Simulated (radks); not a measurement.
The oxygen anion O2-, [Ne], held by a Watson sphere: a shell of charge +2 at radius R that stands for the Madelung well of a crystal (potential energy -2/R inside, -2/r outside, in hartree with lengths in bohr). Calculated with a radial shooting solver on a logarithmic mesh with Libxc functionals: scalar-relativistic Kohn-Sham, r2SCAN, spin-polarised, spherical densities, finite nucleus; meta-GGA in the generalised Kohn-Sham scheme; Fermi nuclear charge, rms radius of each element as measured or else 0.836 A^(1/3) + 0.57 fm.

R (bohr)  e(1s) (eV)  e(2s) (eV)  e(2p) (eV)  <r> 2p (bohr)  sum of <r^2> (bohr^2)  X-ray form factor at sin(theta)/lambda = 0.2 1/angstrom
1.58         -513.79     -25.601      -9.763          1.375                  18.37                                                    6.384
1.97         -514.00     -23.516      -8.163          1.473                  21.05                                                    6.133
2.03         -513.99     -23.236      -7.937          1.486                  21.46                                                    6.102
3.59         -512.48     -18.825      -3.892          1.787                  32.19                                                    5.725
3.7          -512.37     -18.655      -3.715          1.806                  33.02                                                    5.717
3.76         -512.31     -18.567      -3.622          1.816                  33.48                                                    5.714
